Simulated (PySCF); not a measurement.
**Simulated absorption spectrum**

Species: diboron tetrachloride, B₂Cl₄.
Structure used (PBE0-D3(BJ)/def2-TZVP), in Å, numbered top down from 1:
```
atom  x, y, z in Å
Cl1   -0.7374   -1.1389   -0.9149
B2     0.0705    0.1610   -0.0850
Cl3   -0.7817    1.6463    0.2303
B4     1.6696   -0.0178    0.4118
Cl5    2.0278   -0.7005    1.9732
Cl6    2.9700    0.4781   -0.6334
```

The calculation used TDDFT CAM-B3LYP/aug-cc-pVTZ, vertical, gas phase, core orbitals frozen in the response in PySCF 2.14.0, density-fitted response routines. Geometry: PBE0-D3(BJ)/def2-TZVP; no solvent, vibrations or thermal averaging.

Each state is given a Gaussian of 0.3 eV full width at half maximum, with ε(max) = 2.175×10⁸ f / Δν̃ (Δν̃ the width in cm⁻¹). The width is an assumption, not a result. The curve ends short of the highest state used, and states not computed would add to its high-energy end.

```
λ (nm)  ε (L mol⁻¹ cm⁻¹)
 183.8             10518
 185.2              6237
 186.7              3051
 188.2              1278
 189.7               461
 191.1               156
 192.6                43
 194.1                10
 195.5                 3
 197.0                 1
 198.5                 1
 199.9                 1
 201.4                 2
 202.9                 3
 204.4                 4
 205.8                 5
 207.3                 5
 208.8                 5
 210.2                 5
 211.7                 4
 213.2                 3
 214.7                 2
 216.1                 1
 217.6                 1
 219.1                 1
 220.5                 3
 222.0                 6
 223.5                14
 224.9                29
 226.4                58
 227.9               105
 229.4               175
 230.8               263
 232.3               379
 233.8               507
 235.2               625
 236.7               733
 238.2               807
 239.7               835
 241.1               816
 242.6               754
 244.1               659
 245.5               554
 247.0               437
 248.5               328
 249.9               240
 251.4               165
 252.9               108
 254.4                68
 255.8                42
 257.3                24
 258.8                13
 260.2                 8
 261.7                 4
 263.2                 2
 264.7                 1
```

Question: Locate the maxima and give the states behind the curve.

Answer: 240 nm (5.17 eV), ε about 830, made up of S1 (50%) and S2 (50%); 208 nm (5.96 eV), ε about 5.4, made up of S4 (100%) (ε in L mol⁻¹ cm⁻¹; maxima over ε = 5, shares over 10%). At its high-energy end, 6.75 eV, the curve is still rising (ε about 11000, from S5 and S6). The states used: S1 5.13 eV (f 0.0049); S2 5.21 eV (f 0.0048); S3 5.95 eV (f 0.0000); S4 5.96 eV (f 0.0001); S5 6.87 eV (f 0.102); S6 6.90 eV (f 0.105); S7 6.91 eV (f 0.0002); S8 7.06 eV (f 0.082); S9 7.35 eV (f 0.0000).

Question: Coming from long wavelengths, where does ε first pass 100 L mol⁻¹ cm⁻¹?

Answer: At about 253 nm (4.90 eV), 0.24 eV below S1.

Question: On this curve, what absorbance would a 10⁻⁵ mol/L sample give at 222 nm over a 1 cm path?

Answer: 222 nm is 5.585 eV, where ε is about 6.2 L mol⁻¹ cm⁻¹, so A = ε c l ≈ 6.2e-05 (Beer–Lambert, with the gas-phase spectrum and the assumed width).

Question: What would ε be at 5.17 eV, the highest of these maxima, with half the width (0.15 eV)?

Answer: About 1480 L mol⁻¹ cm⁻¹ against 835, a factor of about 1.8; a lone state at its own centre would give exactly 2.
